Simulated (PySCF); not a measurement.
Cl4Hf, triplet, at a GFN2-xTB geometry (such geometries of metal compounds can be far from the true shape) (the multiplicity is a formal guess) (core potentials on Hf); DF-CAMB3LYP/def2-SV(P) (PySCF).

Input for PySCF:
```python
from pyscf import gto, scf, dft

mol = gto.Mole()
mol.atom = '''
    Hf   -0.000000    0.000000   -0.000000
    Cl    2.048759    0.843790   -0.624674
    Cl    0.974361   -0.754255    1.944565
    Cl   -0.974361    0.754255   -1.944565
    Cl   -2.048759   -0.843790    0.624674
'''
mol.basis = 'def2-sv(p)'
mol.ecp = {'Hf': 'def2-sv(p)'}
mol.charge = 0
mol.spin = 2
mol.verbose = 5
mol.build()

mf = dft.UKS(mol)
mf.xc = 'camb3lyp'
mf = mf.density_fit(auxbasis='def2-universal-jkfit')
mf.kernel()
```

What the program printed (banner, timings and long lists left out):

```
PySCF version 2.14.0

[INPUT] verbose = 5
[INPUT] max_memory = 4000
[INPUT] num. atoms = 5
[INPUT] num. electrons = 80
[INPUT] charge = 0
[INPUT] spin (= nelec alpha-beta = 2S) = 2
[INPUT] symmetry False subgroup None
[INPUT] Mole.unit = angstrom
[INPUT] Symbol           X                Y                Z      unit          X                Y                Z       unit  Magmom
[...]
[INPUT] ---------------- BASIS SET ----------------
[INPUT] l, kappa, [nprim/nctr], expnt,             c_1 c_2 ...
[INPUT] Hf
[...]
                                11.547491         1.5261602829
[...]
                                5.959979          -0.837135086203
                                1.0921117054      0.505705062862
                                0.49702823217     0.519653886905
[...]
                                1.3077987772      0.18409232564
                                0.53272310298     0.414844235157
                                0.20564954488     0.442243034969
[...]
[INPUT] Cl
[...]
                                1571.7365221      0.014754727977
                                357.12065523      0.066679112875
                                100.25185935      0.17228924084
                                30.812727554      0.158837861
[...]
                                5.7045760975      0.60841752753
                                2.3508376809      0.54352153355
[...]
                                72.102015515      -0.063563355471
                                22.532680262      -0.24016428276
                                7.8991765444      -0.47798866557
                                2.8767268321      -0.38515850005
[...]
nuclear repulsion = 441.955180655117
number of shells = 43
number of NR pGTOs = 194
number of NR cGTOs = 97
basis = def2-sv(p)
ecp = {'Hf': 'def2-sv(p)'}

******** <class 'pyscf.df.df_jk.DFUKS'> ********
method = DFUKS
initial guess = minao
damping factor = 0
level_shift factor = 0
DIIS = <class 'pyscf.scf.diis.CDIIS'>
diis_start_cycle = 1
diis_space = 8
diis_damp = 0
SCF conv_tol = 1e-09
SCF conv_tol_grad = None
SCF max_cycles = 50
direct_scf = False
number electrons alpha = 41  beta = 39
XC library pyscf.dft.libxc version 7.1.2
    S. Lehtola, C. Steigemann, M. J. T. Oliveira, and M. A. L. Marques,  SoftwareX 7, 1–5 (2018)
XC functionals = camb3lyp
    T. Yanai, D. P. Tew, and N. C. Handy,  Chem. Phys. Lett. 393, 51 (2004)
radial grids:
    Treutler-Ahlrichs [JCP 102, 346 (1995); DOI:10.1063/1.469408] (M4) radial grids

becke partition: Becke, JCP 88, 2547 (1988); DOI:10.1063/1.454033
pruning grids: <function nwchem_prune>
grids dens level: 3
symmetrized grids: False
atomic radii adjust function: <function treutler_atomic_radii_adjust>
small_rho_cutoff = 0
Set gradient conv threshold to 3.16228e-05
Density of valence part of ANO basis will be used as initial guess for Hf
atom Hf rad-grids = 100, ang-grids = [ 50  50  50  50  50  50  50  50  50  50  50  50  50  50  50  50  50  50
  50  50  50  50  50  50  50  50  50  50  50  50  86  86  86  86  86  86
  86  86  86  86  86  86  86  86  86  86 350 350 350 350 350 350 350 350
 350 350 350 434 434 434 434 434 434 434 434 434 434 434 434 434 434 434
 434 434 434 434 434 434 434 434 434 350 350 350 350 350 350 350 350 350
 350 350 350 350 350 350 350 350 350 350]
atom Cl rad-grids = 80, ang-grids = [ 50  50  50  50  50  50  50  50  50  50  50  50  50  50  50  50  50  50
  50  50  50  50  50  50  86  86  86  86  86  86  86  86  86  86  86  86
  86 350 350 350 350 350 350 350 350 350 434 434 434 434 434 434 434 434
 434 434 434 434 434 434 434 434 434 434 350 350 350 350 350 350 350 350
 350 350 350 350 350 350 350 350]
tot_boxes 2700, boxes in each direction [13 10 13]
Padding 0 grids
tot grids = 99312
nelec by numeric integration = [39.66617081 39.66617081]
******** <class 'pyscf.df.df.DF'> ********
auxbasis = def2-universal-jkfit
num shells = 197, num cGTOs = 739
size of aux basis 739
int3c2e [1/1], AO [0:43], nrow = 4753
[...]
  1.34061270e+00  1.51707076e+00  1.52708022e+00  7.11208218e+01
  7.05595738e+02]
multiplicity <S^2> = 2.0058542  2S+1 = 3.0039003
nelec by numeric integration = [40.9999998  38.99999988]
E1 = -3501.2682396590344  E2 = 1170.959936600652  Ecoul = 1289.974866133009  Exc = -119.01492953235707
cycle= 11 E= -1888.35312240326  delta_E= -7.72e-10  |g|= 1.89e-06  |ddm|= 0.000136
  alpha mo_energy =
[-1.01606432e+02 -1.01606385e+02 -1.01606280e+02 -1.01606272e+02
 -9.56234024e+00 -9.56228826e+00 -9.56222519e+00 -9.56222084e+00
 -7.32935816e+00 -7.32934028e+00 -7.32932526e+00 -7.32931934e+00
 -7.32500029e+00 -7.32498406e+00 -7.32498312e+00 -7.32498253e+00
 -7.32354197e+00 -7.32353687e+00 -7.32352092e+00 -7.32351473e+00
 -2.61517071e+00 -1.46290777e+00 -1.46219956e+00 -1.44909649e+00
 -9.43170480e-01 -9.25239623e-01 -9.11456257e-01 -9.10027302e-01
 -5.08837767e-01 -4.96825659e-01 -4.94223126e-01 -4.53030684e-01
 -4.48787800e-01 -4.44211510e-01 -4.41712724e-01 -4.36321976e-01
 -4.14902136e-01 -4.11717395e-01 -4.10385802e-01 -4.03408674e-01
 -2.69880889e-01 -2.60313732e-02 -2.45096825e-02 -1.61713645e-02
  2.49826085e-02  6.33778767e-02  6.72272864e-02  6.84566426e-02
  1.24448581e-01  1.87565370e-01  2.23777664e-01  2.26212964e-01
  2.30204166e-01  2.42243483e-01  2.79959904e-01  4.51588597e-01
  5.60268450e-01  5.64728186e-01  6.84366582e-01  6.96391090e-01
  7.60992750e-01  7.64653813e-01  7.71331709e-01  7.71772900e-01
  7.71917734e-01  7.88170709e-01  7.92698834e-01  7.93037265e-01
  7.93564557e-01  7.99993230e-01  8.01853239e-01  8.07051637e-01
  8.07091980e-01  8.24411819e-01  8.25312020e-01  8.45146617e-01
  8.62580343e-01  8.65184227e-01  8.69550381e-01  8.71756986e-01
  8.85712432e-01  9.39781173e-01  9.46448140e-01  9.96441370e-01
  1.04336281e+00  1.06682235e+00  1.06737698e+00  1.09515782e+00
  1.09753518e+00  1.20627801e+00  1.31117283e+00  1.31318834e+00
  1.33277817e+00  1.50858896e+00  1.51813564e+00  7.11444236e+01
  7.05668641e+02]
  beta  mo_energy =
[-1.01604450e+02 -1.01604402e+02 -1.01604297e+02 -1.01604289e+02
 -9.56041764e+00 -9.56037926e+00 -9.56030738e+00 -9.56030358e+00
 -7.32386305e+00 -7.32384788e+00 -7.32384606e+00 -7.32384537e+00
 -7.32296966e+00 -7.32295130e+00 -7.32293505e+00 -7.32292998e+00
 -7.32247448e+00 -7.32246932e+00 -7.32245343e+00 -7.32244704e+00
 -2.60257658e+00 -1.45292474e+00 -1.45258364e+00 -1.41668826e+00
 -9.30397475e-01 -9.09701301e-01 -8.96379051e-01 -8.94845850e-01
 -5.03391237e-01 -4.88842058e-01 -4.65442531e-01 -4.39313363e-01
 -4.36813154e-01 -4.31313600e-01 -4.31109284e-01 -4.29457149e-01
 -4.06373161e-01 -3.76428589e-01 -3.69014059e-01 -2.54122485e-01
 -6.16613175e-02 -1.39749819e-02 -1.25567206e-02 -5.25977250e-03
  3.61552399e-02  7.03876546e-02  7.12622252e-02  7.90329727e-02
  1.32884915e-01  2.04463633e-01  2.24010446e-01  2.26366977e-01
  2.33891014e-01  2.42563709e-01  2.85880563e-01  4.78290584e-01
  5.68423619e-01  5.72900406e-01  6.90990220e-01  7.01944856e-01
  7.66118502e-01  7.74687045e-01  7.85193187e-01  7.85240576e-01
  7.88959859e-01  7.90510846e-01  8.07418436e-01  8.08759396e-01
  8.09255421e-01  8.16205040e-01  8.16615212e-01  8.17452112e-01
  8.19402084e-01  8.33818136e-01  8.33874908e-01  8.60882593e-01
  8.72337715e-01  8.75806469e-01  8.80062893e-01  8.83317506e-01
  8.91753067e-01  9.42535730e-01  9.50419457e-01  1.00542911e+00
  1.05413021e+00  1.07849737e+00  1.08213965e+00  1.09782462e+00
  1.10019499e+00  1.21846901e+00  1.31635091e+00  1.32767035e+00
  1.34061249e+00  1.51707051e+00  1.52707991e+00  7.11208209e+01
  7.05595737e+02]
multiplicity <S^2> = 2.0058543  2S+1 = 3.0039003
nelec by numeric integration = [40.9999998  38.99999988]
E1 = -3501.2682399347946  E2 = 1170.9599368764043  Ecoul = 1289.9748658239816  Exc = -119.01492894757727
Extra cycle  E= -1888.35312240327  delta_E= -8.19e-12  |g|= 1.05e-06  |ddm|= 7.5e-06
converged SCF energy = -1888.35312240327  <S^2> = 2.0058543  2S+1 = 3.0039003
```
